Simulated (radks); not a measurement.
Question: The table gives one normalised radial function P(r) = r R(r) of Pd in [Kr] 4d10 (r in bohr). Calculated with a radial shooting solver on a logarithmic mesh with Libxc functionals: scalar-relativistic Kohn-Sham, SCAN, spin-unpolarised, spherical densities, finite nucleus; meta-GGA in the generalised Kohn-Sham scheme; Fermi nuclear charge, rms radius 4.5318 fm.

r	P
0.003718	0.0399
0.00488	0.0646
0.006405	0.1043
0.008407	0.1672
0.01112	0.2686
0.0146	0.4189
0.01916	0.6392
0.02516	0.9469
0.03302	1.3487
0.04334	1.8267
0.05689	2.3144
0.07467	2.6922
0.09801	2.8045
0.1286	2.5348
0.1689	1.9109
0.2216	1.1461
0.2909	0.5134
0.3819	0.1599
0.5012	0.0310
0.6579	0.0033
0.8705	0.0001
1.143	0.0000
1.5	0.0000
1.969	0.0000
2.584	0.0000
3.392	0.0000
4.452	0.0000
5.843	0.0000

Which n and l does it have? It may be an empty orbital.

Answer: n = 2, l = 1: the number of nodes gives n - l - 1 = 0, the rise at small r (about r^(l+1), flatter next to the nucleus through relativity) gives l, and the extent must fit the shell. The curve is that of 2p. 2p: eigenvalue -3179.2 eV, 0 radial nodes, <r> = 0.121 bohr, 90 % of the charge inside 0.196 bohr.
